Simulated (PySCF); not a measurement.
TaF₃, SMILES [F][Ta]([F])[F] (connectivity only; charge and spin as stated), neutral, multiplicity 3.

Coordinates come from a B3LYP-D3(BJ)/def2-TZVP optimisation. The multiplicity is an assumed one; other spin states were not compared. The def2 effective core potentials stand for the cores of Ta; spin–orbit coupling is left out.

Two levels are set side by side: PBE/def2-TZVPD (PySCF) and B3LYP/def2-TZVPD (PySCF). Same geometry, gas phase. Differences are taken from unrounded values.

```json
[
 {"quantity": "α-spin orbital gap (eV)", "B3LYP": "2.87"},
 {"quantity": "β-spin orbital gap (eV)", "B3LYP": "8.24"},
 {"quantity": "dipole moment (D)", "B3LYP": "1.16"},
 {"quantity": "mean polarisability (bohr³)", "B3LYP": "44.5"}
]
```

**Question.** What does PBE give, and how far is it from B3LYP? (The exact figures need the calculation; the answer reports its results.)

**Answer.** 
```json
[
 {"quantity": "α-spin orbital gap (eV)", "PBE": "0.76", "PBE minus B3LYP": "-2.11"},
 {"quantity": "β-spin orbital gap (eV)", "PBE": "6.22", "PBE minus B3LYP": "-2.01"},
 {"quantity": "dipole moment (D)", "PBE": "1.02", "PBE minus B3LYP": "-0.14"},
 {"quantity": "mean polarisability (bohr³)", "PBE": "47.9", "PBE minus B3LYP": "3.3"}
]
```

Loosely held outer electrons make PBE densities more polarisable. Differences between two approximate levels are no errors against the true value.

Rough cost on one machine, each run with all the roots and properties that it gave: B3LYP against PBE within a factor of 2.
